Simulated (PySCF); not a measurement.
Diatomic cations of Pb with the fifth-period p block

HF with double-zeta basis sets in PySCF, for the lowest determinant that a PBE0 search found; no spin–orbit coupling. De refers to high-spin ground-configuration atoms (the charge goes to the atom of lower measured ionisation energy or higher electron affinity, which is not always the lowest computed limit). A positive dipole points towards Pb; it is taken about the centre of mass and depends on that origin.

| M | basis | reference | charged atom | state (unpaired electrons) | Re (Å) | ωe (cm⁻¹) | De (eV) | μ (D) |
| --- | --- | --- | --- | --- | --- | --- | --- | --- |
| In | def2-SVP | UHF | In+ | triplet (σ ↑, π ↑) | 3.496 | 62.9 | n/a | -4.55 |
| Sn | def2-SVP | UHF | Sn+ | quartet (σ ↑, π ↑↑) | 2.848 | 159 | n/a | -0.90 |
| I | def2-SVP | RHF | Pb+ | singlet (closed shell) | 2.711 | 204 | n/a | 4.90 |

The shortest bond is that of PbI⁺ (2.711 Å), the longest that of InPb⁺ (3.496 Å).

The state changes along the series, so neighbouring rows are not always alike in their bonding.

Spin–orbit coupling is left out, which matters for elements this heavy, above all for dissociation energies. Hartree–Fock leaves out correlation, which carries a large part of most bond energies and some tenths to 1 eV of ionisation energies. States were picked by a PBE0 search and need not be the measured ground states.
